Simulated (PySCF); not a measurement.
# Calculated NMR data

In vacuum, non-relativistic Hamiltonian, a single conformation, rapidly exchanging positions averaged. NMR shieldings at PBE0/pcSseg-1/GIAO; geometry from GFN2-xTB; PySCF 2.14.0 with density-fitted response routines.

Scale: TMS for $^{1}$H (σref 31.72) and $^{13}$C (σref 186.93) (reference shieldings calculated alike). Splittings of carbon signals by F and P are missing where no couplings were computed. Where no couplings were computed, multiplicities follow the n + 1 count of equivalent neighbours, and m marks all less simple cases (inequivalent or close neighbours, rings, F or P nearby). Shifts are as computed. Against solution values, carbons near 30 ppm lie about +3 ppm off and those near 130 ppm about +5 ppm. Of 1211 compounds with measured shifts, 218 miss one by over three times the rms of a fit or turn the order of signals round; such compounds aren't used in these exercises.

**1.** `CO[C@H](F)C(C)(C)C`, C6H13FO. $^{1}$H NMR (600 MHz, computed): δ 4.95 (m, 1H), 3.76 (s, 3H), 0.97 (s, 9H). $^{13}$C{$^{1}$H} NMR (computed): δ 123.2 (CH), 58.5 (CH3), 39.0 (C), 25.3 (CH3).

**2.** SMILES C[C@@H](F)OC(C)(C)C, C6H13FO. $^{1}$H NMR (600 MHz, computed): δ 5.82 (m, 1H), 1.42 (m, 3H), 1.28 (s, 9H). $^{13}$C{$^{1}$H} NMR (computed): δ 108.4 (CH), 77.2 (C), 30.3 (CH3), 25.5 (CH3).
